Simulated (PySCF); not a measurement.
## Dipole moment and polarisability of `[SiH3]C[C@H]1CBCCC1`

Species: C₆H₁₅BSi.
Geometry (PBE0-D3(BJ)/def2-SVP, Å), atoms numbered from 1 in this order:
```xyz
23
C6H15BSi angstrom
Si     2.9159    0.3336   -0.7298
C      1.5209    0.4149    0.5413
C      0.1098    0.6122   -0.0217
C     -0.2943   -0.4846   -1.0132
B     -1.8221   -0.6053   -1.3310
C     -2.8696    0.0213   -0.3555
C     -2.3175    1.0904    0.5868
C     -0.9237    0.7454    1.1005
H      4.2374    0.4592   -0.0391
H      2.9194   -0.9526   -1.4936
H      2.7875    1.4567   -1.7125
H      1.7674    1.2391    1.2343
H      1.5574   -0.5088    1.1485
H      0.1042    1.5726   -0.5732
H     -0.0723   -1.4837   -0.5705
H      0.3174   -0.4689   -1.9321
H     -2.1897   -1.2923   -2.2630
H     -3.7933    0.3387   -0.8675
H     -3.1878   -0.8720    0.2296
H     -2.9999    1.2612    1.4360
H     -2.2643    2.0549    0.0504
H     -0.9588   -0.2028    1.6710
H     -0.5864    1.5164    1.8132
```

Level: CAM-B3LYP/def2-SVPD (PySCF), static field, nuclei fixed, core orbitals frozen in the response. The polarisability tensor in these axes (au):

```
x   130.01   0.58  -2.51
y     0.58  97.38   6.71
z    -2.51   6.71 103.40
```

Task: What are the eigenvalues, a third of the trace, and Δα (Δα² = ½Σ(αi − αj)² over the three pairs)?

Result: Principal values 92.94, 107.60 and 130.25 au; mean 110.26 au = 16.34 Å³ = 18.18 × 10⁻⁴⁰ C²·m²/J; Δα = 32.55 au (30 % of the mean).

Task: What is the dipole moment, and where does it point?

Result: (-0.71, 0.19, 0.89) D, 1.15 D in size, pointing from the negative to the positive side. Measured along this direction, the outermost atoms are H10 at the negative end and H20 at the positive end.

Task: Find the Langevin capture rate constant for NH4+ (18.034 u) meeting this molecule (126.104 u), k = 2.342 × 10⁻⁹ cm³/s × √(α in Å³ / reduced mass in u).

Result: The reduced mass is 15.78 u, so k = 2.38 × 10⁻⁹ cm³/s. The formula leaves out the permanent dipole, which adds to the capture rate.

Task: What would n − 1 = 2πNα be for an ideal gas of these molecules at 350 K and 1 atm, electronic part alone?

Result: N = p/kT = 2.0968 × 10¹⁹ cm⁻³, so n − 1 = 2π × N × 16.34 × 10⁻²⁴ cm³ = 2153 × 10⁻⁶ at long wavelengths, for an ideal gas.

Task: Sum over states: ᾱ = Σ f/ω², ω in Eh. What share falls to these 10 lowest TDDFT singlets (eV, f)? 5.79, 0.0016; 5.99, 0.0019; 7.48, 0.0006; 7.71, 0.0229; 7.87, 0.0117; 8.00, 0.0081; 8.03, 0.0185; 8.06, 0.0307; 8.19, 0.0010; 8.38, 0.0124.

Result: They add up to 1.30 au, 1.2 % of the 110.26 au; the largest single term is 0.35 au, from the state at 8.06 eV. Terms in order: 0.03, 0.04, 0.01, 0.28, 0.14, 0.09, 0.21, 0.35, 0.01, 0.13 au. Higher excitations give the rest. The strengths listed sum to 0.109.

Task: In a dilute gas of rigid molecules at 250 K, how does the orientational term μ²/3kT compare with the electronic polarisability?

Result: In Gaussian units μ²/3kT = 12.86 Å³ against 16.34 Å³, a ratio of 0.79; the Debye molar polarisation (4π/3)N_A(α + μ²/3kT) is 73.7 cm³/mol, leaving out the vibrational part.

Task: Give the principal axes and the span of the nuclei along them.

Result: Largest value along (1.00, 0.00, -0.09), where the nuclei span 7.92 Å; middle along (0.08, 0.55, 0.83), 5.06 Å; least along (-0.05, 0.84, -0.55), 3.15 Å. The response follows the extents in order.

Geometry: PBE0-D3(BJ)/def2-SVP, one conformer, isolated molecule.

These values come from a run that also computed excited states and ΔSCF ions. Hardware: one thread, Intel Xeon at 2.50 GHz (x86_64), shared host. Cost: 21 min of wall time, 1.5 GiB resident at most.
